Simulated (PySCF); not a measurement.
Cartesian coordinates in Å; atom numbers follow the order of the lines, from 1:
```xyz
13

O     1.1647   -1.8507    0.0014
C     0.7769   -0.7200    0.0348
C    -0.6066   -0.3191   -0.0402
C    -1.7851   -0.0912   -0.1341
C    -3.1708    0.2734   -0.1985
Cl   -3.3500    1.8142   -1.0936
Cl   -3.8010    0.4540    1.4691
O     1.5683    0.3711    0.1761
C     2.9446    0.1641    0.1924
F     3.4355    0.2508   -1.0733
H    -3.7772   -0.4819   -0.7040
H     3.3965    0.9706    0.7788
H     3.1998   -0.8348    0.5735
```

Geometry: GFN2-xTB; GIAO absolute shieldings from PySCF 2.14.0 with density-fitted response routines, gas phase, non-relativistic, averaged over equivalent atoms.

At B97-2/pcSseg-1 (199 basis functions, 37 s wall time on 1 thread of an Intel Xeon Platinum 8375C, shared host):
```
  atoms  σ (ppm)
     O1   -110.8
     O8     90.3
     C2     31.1
     C9     91.0
     C3     97.6
     C4    100.4
     C5    115.3
Cl6/Cl7    599.7
    F10    343.6
    H11    25.40
H12/H13    25.57
```

Estimate the result of repeating the calculation with wB97X/def2-SVPD.

Answers


```tsv
atoms	σ at wB97X/def2-SVPD	change
O1	-65.5	+45.3
O8	127.4	+37.1
C2	46.6	+15.5
C9	106.3	+15.3
C3	114.4	+16.8
C4	118.2	+17.8
C5	134.9	+19.6
Cl6/Cl7	668.0	+68.3
F10	369.8	+26.2
H11	25.83	+0.43
H12/H13	25.83	+0.26
```

The largest change is at Cl6/Cl7 (chlorine bonded to C). Cost: 247 basis functions, 72 s wall time on 1 thread of an Intel Xeon Platinum 8375C, shared host. The order of the carbon signals is the same at both levels.

Carbons that carry Cl, above all several Cl atoms, come out too deshielded, partly because spin–orbit coupling is missing.
